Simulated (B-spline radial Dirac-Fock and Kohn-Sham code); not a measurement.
## What relativity does to the binding energies of Gd⁵⁺

System: Gd⁵⁺, configuration [Kr] 4d10 4f6 5s2 5p5.

Both columns are ΔSCF binding energies of the configuration average from a B-spline atomic structure program: non-relativistic Hartree-Fock with a point nucleus, and Dirac-Fock with a finite nucleus and the Coulomb interaction alone, averaged over the two j levels with weights 2j+1.

```
shell  Hartree-Fock (eV)  Dirac-Fock (eV)  shift (eV)  shift (%)
   1s            47544.3          50532.0    +2987.78      +6.28
   2s             7718.2           8486.7     +768.50      +9.96
   2p             7327.4           7571.6     +244.20      +3.33
   3s             1792.1           1972.2     +180.12     +10.05
   3p             1617.4           1680.7      +63.33      +3.92
   3d             1295.9           1281.2      -14.67      -1.13
   4s              426.8            469.0      +42.21      +9.89
   4d              230.7            226.7       -3.96      -1.72
   4f              83.43            78.00       -5.44      -6.52
   5s              108.6            116.0       +7.40      +6.81
   5p              86.32            88.04       +1.72      +1.99
```

Relativity binds 1s, 2s, 2p, 3s, 3p, 4s, 5s, 5p more strongly, among those listed most of all 3s in relative terms, and 3d, 4d, 4f more weakly, because the contracted s and p shells screen the nucleus better.

Values without a named source are computed, but for edge energies of neutral atoms, which are taken from tables.
